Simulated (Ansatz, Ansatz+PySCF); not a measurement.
```xyz
3

S     0.0283    0.0138   -0.4102
O    -0.0170    1.2947    0.3556
O    -0.0058   -1.2997    0.3777
```

Basis set: def2-SVP (spherical functions). Left uncorrelated: 7 orbitals. Charge 0, multiplicity 1.

Computed with Ansatz (development build ahead of 0.2.0); each method stands on the lowest determinant of its kind that the runs found. Restricted open shells among the atoms or ions are ROHF, correlated in semicanonical orbitals with singles. Restricted functionals stand beside restricted open-shell atoms, which can lie above the unrestricted atoms usual in DFT and then raise those values.

The atomization energy at this shape (free ground-state atoms in the same class of orbitals less the molecule, no zero-point energy) of singlet SO2:

```csv
method,atomization energy
ωB97X (restricted),222.93 kcal/mol
ωB97X (unrestricted),218.33 kcal/mol
r²SCAN (unrestricted),232.61 kcal/mol
PBE (unrestricted),257.43 kcal/mol
PBE (restricted),260.43 kcal/mol
PBE0 (unrestricted),220.94 kcal/mol
PBE0 (restricted),224.80 kcal/mol
UHF-CCSDT(Q),202.19 kcal/mol
RHF-CCSD(T),199.19 kcal/mol
RHF-CCSD,185.16 kcal/mol
UHF-CCSD(T),196.43 kcal/mol
UHF-CCSD,183.59 kcal/mol
RHF-MP2,221.50 kcal/mol
UHF-MP2,187.59 kcal/mol
UHF,68.79 kcal/mol
RHF,68.07 kcal/mol
```

(1) What does r²SCAN (restricted) give?

## Answers

(1) 238.00 kcal/mol. Caution for UHF-CCSDT(Q), UHF-CCSD(T), UHF-CCSD, UHF-MP2: a plain start can end on a higher determinant. Caution for UHF-CCSDT(Q), UHF-CCSD(T), UHF-CCSD, UHF-MP2, UHF: the unrestricted determinant is spin contaminated. Caution for RHF-CCSD(T), RHF-CCSD, RHF-MP2, RHF: an unrestricted determinant lies well below. Caution for UHF-CCSD(T), UHF-MP2: another reference gives a lower total. Caution for UHF-CCSD(T), UHF-CCSD: the program doubts this total.
